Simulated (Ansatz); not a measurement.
Stepwise reaction of `C#[C][Hf]([Cl])([Cl])[C]#C` with hydrogen fluoride, as a gas-phase model of exchange steps in deposition or etching. ΔE in kJ/mol; ΔG adds harmonic PBE0-D4 terms to CCSD(T)/CBS, at 1 bar.

Program: Ansatz. Geometries: PBE0-D4/def2-TZVP. ΔE: electronic, gas phase. CCSD(T)/CBS is the MP2 limit (def2-TZVPP, def2-QZVPP) plus CCSD(T) − MP2 in def2-TZVPP, frozen cores. This one scheme is used for every species. Functionals use def2-TZVPP. B3LYP here is the variant with VWN-RPA as its local correlation; programs differ in this. Elements past krypton have def2 core potentials. For Hf outer-core shells are correlated without core-valence functions, which leaves a few kJ/mol of doubt a bond.

| step | reaction | PBE-D4 | B3LYP-D4 | ωB97M-V | CCSD(T)/CBS | ΔG(500 K) |
| --- | --- | --- | --- | --- | --- | --- |
| 1 | `C#[C][Hf]([Cl])([Cl])[C]#C` + H–F → `C#[C][Hf]([F])([Cl])[Cl]` + `C#C` | -152.0 | -155.6 | -158.9 | -145.5 | -141.3 |

(1) Give the row of step 2, `C#[C][Hf]([F])([Cl])[Cl]` + H–F → `[F][Hf]([F])([Cl])[Cl]` + `C#C`. (Estimate.)

(2) By hand: ΔE of the 2 steps together at CCSD(T)/CBS.

## Answers

(1) The calculation gave: 
```csv
step,reaction,PBE-D4,B3LYP-D4,ωB97M-V,CCSD(T)/CBS,ΔG(500 K)
2,`C#[C][Hf]([F])([Cl])[Cl]` + H–F → `[F][Hf]([F])([Cl])[Cl]` + `C#C`,-146.5,-150.6,-152.5,-140.5,-131.6
```

(2) (-145.5) + (-140.5) = -286.0 kJ/mol, or -143.0 kJ/mol a step.

In ΔE each step is higher than the one before. All are downhill at CCSD(T)/CBS. ΔG lies between -141.3 and -131.6 kJ/mol a step. PBE-D4 differs from CCSD(T)/CBS by -6.5 to -6.0 kJ/mol a step. Only this route is followed, and other bonds may react first. Isolated molecules leave out the surface, adducts and barriers. Largest T1 diagnostic: 0.015.
